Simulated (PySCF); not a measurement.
## Scalar relativity in Cl⁺ (chlorine, charge +1)

[Ne] 3s2 3p4, high-spin 3P determinant; UHF calculated with PySCF 2.14 in dyall-acv3z (19s12p6d4f, 113 functions), once non-relativistic with a point nucleus and once with spin-free X2C-1e and a Gaussian nucleus.

| shell | ε non-rel. (eV) | rms r non-rel. (bohr, spins averaged) |
| --- | --- | --- |
| 1s α | -2867.3 | 0.1058 |
| 1s β | -2866.6 | 0.1058 |
| 2s α | -301.71 | 0.4806 |
| 2s β | -301.03 | 0.4806 |
| 2p α | -232.96 | 0.4514 |
| 2p β | -231.71 | 0.4514 |
| 3s α | -43.549 | 1.620 |
| 3s β | -36.605 | 1.620 |
| 3p α | -26.357 | 1.850 |
| 3p β | -23.657 | 1.850 |

(1) How does scalar relativity move these shells?

The total energy goes from -459.0571 to -460.4717 hartree.

Ionisation energy, Cl⁺ [Ne] 3s2 3p4 (3P) → Cl²⁺ [Ne] 3s2 3p3 (4S) (eV):

```csv
method,non-relativistic,spin-free X2C,shift
UHF,22.594,22.578,-0.016
LDA,23.981,23.967,-0.015
PBE,23.846,23.830,-0.016
PBE0,23.841,23.825,-0.016
r2SCAN,23.808,23.794,-0.013
MP2 (valence),23.398,23.385,-0.013
SCS-MP2 (valence),23.489,23.477,-0.012
MP2 (valence and next inner shell),23.434,23.421,-0.013
SCS-MP2 (valence and next inner shell),23.514,23.502,-0.013
CCSD (valence),23.509,23.497,-0.013
CCSD(T) (valence),23.542,23.530,-0.012
```

Relativity contracts and stabilises s shells directly. The contracted s shells screen the nucleus better, so for spin-averaged p shells the direct and indirect effects partly cancel.

Results:

(1) 1s α: ε -2877.6 eV, radius -0.59 %; 1s β: ε -2876.9 eV, radius -0.59 %; 2s α: ε -303.51 eV, radius -0.46 %; 2s β: ε -302.84 eV, radius -0.46 %; 2p α: ε -232.99 eV, radius -0.15 %; 2p β: ε -231.74 eV, radius -0.15 %; 3s α: ε -43.741 eV, radius -0.34 %; 3s β: ε -36.794 eV, radius -0.34 %; 3p α: ε -26.344 eV, radius -0.04 %; 3p β: ε -23.642 eV, radius -0.04 %.
